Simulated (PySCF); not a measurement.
CH₄FMoNO, SMILES [CH3][Mo](=[NH])(=[O])[F], multiplicity 1. The structure is a stationary point at r2SCAN-D4/def2-SVP. The spin state was assumed, not searched. The structure was generated by enumeration; whether it is a known compound was not checked. The def2 effective core potentials stand for the cores of Mo; spin–orbit coupling is left out.

Computed with PySCF with r2SCAN-D4/def2-SVP.

Harmonic wavenumbers (cm⁻¹): 148, 163, 209, 225, 239, 309, 502, 555, 593, 641, 697, 736, 998, 1039, 1173, 1388, 1399, 3017, 3134, 3152, 3573. Rotational constants (GHz): 3.602, 3.212, 2.950; symmetry number 1.

Problem. Work out the zero-point energy and the ideal-gas rigid-rotor harmonic-oscillator thermochemistry at 298.15 K and 1 atm.

Solution. ZPE = ½ Σ hcν = ½ × 23889 cm⁻¹ = 34.15 kcal/mol. H − E(el) = 39.20 kcal/mol. Entropy in cal/(mol K): translation 41.14, rotation 26.65, vibration 15.23, total 83.01. G − E(el) = 14.45 kcal/mol. Cp = 25.93 cal/(mol K). Modes under 150 cm⁻¹ make the vibrational entropy uncertain.
